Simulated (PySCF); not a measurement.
# Electron correlation in C⁺ (carbon, charge +1)

[He] 2s2 3d1, 2D determinant (an excited configuration). All numbers are calculated (PySCF 2.14, scalar relativity by spin-free X2C-1e, in aug-cc-pVTZ-DK (5s4p3d2f, 46 functions)). Frozen: 1s2; 3 electrons correlated.

```json
{"level": "CCSD", "correlation energy (mhartree)": "-76.26"}
{"level": "(T)", "correlation energy (mhartree)": "-1.15"}
{"level": "CCSD(T)", "correlation energy (mhartree)": "-77.41"}
{"level": "CCSDT", "correlation energy (mhartree)": "-77.73"}
```

Diagnostics: T1 = 0.0073, D1 = 0.0127, largest double amplitude 0.155.

The outer electron is Rydberg-like, and this basis confines it to a smaller radius and binds it less than a complete one would. A double-excitation amplitude exceeds 0.15, a sign of near-degeneracy.

Cost of the coupled-cluster step: about 1.7 core-seconds, for 3 correlated electrons.
